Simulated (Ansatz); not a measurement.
Reaction (ligand exchange at a Zr–Cl bond): `CC[O][Zr]([Cl])([O]CC)[O]CC` + H–F → `CC[O][Zr]([F])([O]CC)[O]CC` + HCl

Isolated molecules relaxed with PBE0-D4/def2-TZVP in Ansatz; ΔE leaves out vibrations. CCSD(T)/CBS adds triple-zeta CCSD(T) − MP2 to the extrapolated MP2 energy (def2 sets, frozen cores). This one scheme is used for every species. Functionals use def2-TZVPP. Elements past krypton have def2 core potentials. For Zr outer-core shells are correlated without core-valence functions, which leaves a few kJ/mol of doubt a bond. One conformer a species, not always the lowest.

Problem. Is it downhill or uphill in electronic energy at CCSD(T)/CBS, and by how much? (Best estimate.)

Solution. Computed: Nearly level: ΔE = 0.00 eV.

Problem. What do these levels give: LDA (SPW92), PBE0-D4, r2SCAN0-D4, BHLYP, SCS-MP2/def2-QZVPP, CCSD/CBS(def2)? (An estimate is asked.)

Solution. Computed: LDA (SPW92) -0.10, PBE0-D4 -0.02, r2SCAN0-D4 -0.02, BHLYP -0.07, SCS-MP2/def2-QZVPP 0.00, CCSD/CBS(def2) -0.01 eV.

Largest T1 diagnostic among the species: 0.015.

At CCSD(T), def2-SVP lies −0.17 eV from the extrapolated value and def2-TZVPP −0.02 eV. From r2SCAN to r2SCAN0 (25 % exact exchange), in def2-TZVPP and without D4, ΔE moves by +0.06 eV.
